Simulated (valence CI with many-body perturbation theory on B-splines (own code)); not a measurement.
**Pr⁴⁴⁺: what the settings do**

Computed by configuration interaction combined with many-body perturbation theory (CI+MBPT): five valence electrons over a frozen Dirac-Fock core [Ne], radial functions for each j: 6 s, 6 p, 5 d, 3 f, 1 g, with the one-electron correlation potential Σ1 (screened to all orders), the two-electron term Σ2, the three-electron term Σ3, Breit, model QED; selected single and double excitations, second order for the rest, scaled by the run's own slope (own B-spline code, finite nucleus).

The last digits are not significant, and no measured levels were compared; by estimate large intervals hold to a few tenths of a per cent, small ones and those within an open d or f shell to about a per cent. Among the levels kept, up to 740 cm⁻¹ of a level comes from second order outside the variational space, and about a tenth of that is noise between levels of different J, which matters for small intervals.

The reference run has the lowest level (3s^2 3p1/2^2 3p3/2) J=3/2 and an ionisation energy of 3514.68 eV. Its largest variational space holds 9999 state functions.

Levels are named by their leading jj configuration (3d3/2^4 stands for four electrons in 3d with j = 3/2), which in mixed levels can hold well under half, so a name can repeat and another be missing. Letters in brackets count levels of one name in rising energy.

Changed runs:
A. correlating orbitals by l 3 3 3 2 1 → 4 4 0 0 0
B. logarithmic knot step 0.27 → 0.4
C. highest l in the core sums 6 → 5; core polarisation of operators on → off
D. factor on the speed of light 1 → 1.1 (bad on purpose)

Excitation energies of the reference run in cm⁻¹, and shifts in cm⁻¹:

```
                             Level  Reference      A        B        C        D
        (3s^2 3p1/2 3p3/2^2) J=3/2     896177   -583     -7.7     +1.6  -185264
        (3s^2 3p1/2 3p3/2^2) J=5/2     970018   +415     -7.6     +1.4  -185432
        (3s^2 3p1/2 3p3/2^2) J=1/2    1061490   +699     -7.4     +0.9  -186474
        (3s^2 3p1/2^2 3d3/2) J=3/2    1378900  +1524     -6.6     -113   -12623
        (3s^2 3p1/2^2 3d5/2) J=5/2    1652470  +1093     -8.3      -96   -87243
        (3s 3p1/2^2 3p3/2^2) J=5/2    1903070   -105     -9.2      -27  -176578
              (3s^2 3p3/2^3) J=3/2    1968590   +176      -15     +2.6  -372471
        (3s 3p1/2^2 3p3/2^2) J=1/2    2070400   +298      -10      -23  -213501
        (3s 3p1/2^2 3p3/2^2) J=3/2    2073290   +416      -10      -36  -208680
(3s^2 3p1/2 3p3/2 3d3/2) J=5/2 [a]    2267070  +1129      -14     -113  -193990
(3s^2 3p1/2 3p3/2 3d3/2) J=3/2 [a]    2279480   +730      -14     -107  -197700
(3s^2 3p1/2 3p3/2 3d3/2) J=1/2 [a]    2282740   +551      -14     -112  -195819
            Ionisation energy (eV)    3514.68  -0.38  -0.0023  +0.0029    -4.88
```
